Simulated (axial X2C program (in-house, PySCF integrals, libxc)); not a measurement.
Spin–orbit effects down a group: molecules with In, HF

Calculated with an in-house all-electron X2C program for linear molecules (integrals from PySCF), spin-free (one-electron X2C) or two-component (2c: spin–orbit coupling with atomic mean-field Coulomb and Gaunt terms, which also bring small scalar terms), in Dyall basis sets with cores contracted in-house; open shells are unrestricted.

Basis sets: H dyall-v3z, In dyall-cv3z, K dyall-cv3z, Li dyall-cv3z, Na dyall-cv3z, Rb dyall-cv3z.

| molecule | spin-free state | Re (Å) | ωe (cm⁻¹) | De (eV) | 2c state | Re 2c (Å) | ωe 2c (cm⁻¹) | De 2c (eV) |
| --- | --- | --- | --- | --- | --- | --- | --- | --- |
| InH | M_S = 0, Λ = 0 | 1.844 | 1523.7 | 1.84 | Ω = 0 | 1.844 | 1524.3 | 1.66 |
| LiIn | M_S = 0, Λ = 0 | 3.046 | 271.2 | 0.12 | Ω = 0 | 3.026 | 268.3 | n/a |
| NaIn | ? | ? | ? | ? | ? | ? | ? | ? |
| KIn | M_S = 0, Λ = 0 | 3.854 | 99.3 | -0.24 | Ω = 0 | 3.777 | 95.4 | n/a |
| RbIn | M_S = 1, Λ = 1 | 3.792 | 68.7 | 0.15 | Ω = 0 | 3.937 | 69.4 | n/a |

(1) Estimate the 2c Re and ωe of NaIn as the mean of its neighbours in the table.

Each entry is the lowest single determinant of a limited PBE0 search at one distance. De goes to single-determinant-based atoms at the same level (for ions the charge split of lowest energy) and is withheld (n/a) where an atom does not fit its ground term or J level. Main or longest-lived isotopes. One determinant is a doubtful description, or other states lie close, for LiIn, NaIn, KIn, RbIn; these need not be ground states, and all values refer to the states named. With several unpaired electrons the Ω given is that of one determinant, not necessarily of the lowest component. Where the atoms have a lower orbital projection than the molecule, De at mean-field level may be about a tenth of an eV too small. The lowest determinant changes configuration between the Hamiltonians for RbIn, so two states are compared there.

## Answers

(1) Re ≈ 3.401 Å, ωe ≈ 181.9 cm⁻¹. The HF runs give the row below, so the estimate misses by 0.107 Å and 37.4 cm⁻¹.

```json
{"molecule": "NaIn", "spin-free state": "M_S = 0, Λ = 0", "Re (Å)": "3.315", "ωe (cm⁻¹)": "146.0", "De (eV)": "-0.07", "2c state": "Ω = 0", "Re 2c (Å)": "3.295", "ωe 2c (cm⁻¹)": "144.5", "De 2c (eV)": "n/a"}
```
